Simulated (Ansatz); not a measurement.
Basis-set extrapolation for AlF₂H₆NSi₂, SMILES `[F][Al]([F])[N]([SiH3])[SiH3]` (PBE0-D4/def2-TZVP geometry, frozen core, Ansatz 0.2.0). Multiplicity 1, RHF reference.

```tsv
	def2-TZVPP	def2-QZVPP
HF	-1077.001172	-1077.040317
MP2 correlation	-1.033326	-1.121705
CCSD(T) correlation	-1.111389	not run
```

Energies in hartree. Use E(X) = E(∞) + A·exp(−7.88·√X) for Hartree–Fock and E(X) = E(∞) + B·X^(−2.97) for correlation, with X = 3 and 4, and add CCSD(T) minus MP2 of the smaller set to the MP2 limit.

What is the CCSD(T) energy at the basis-set limit?

HF limit: -1077.040317 + (-0.039145) × 0.13774 = -1077.04571. MP2 limit: -1.121705 + (-0.088379) × 0.74074 = -1.18717. Higher-order term: -1.111389 − (-1.033326) = -0.07806. Total: -1078.31094 hartree, 5.40 eV below CCSD(T)/def2-TZVPP.
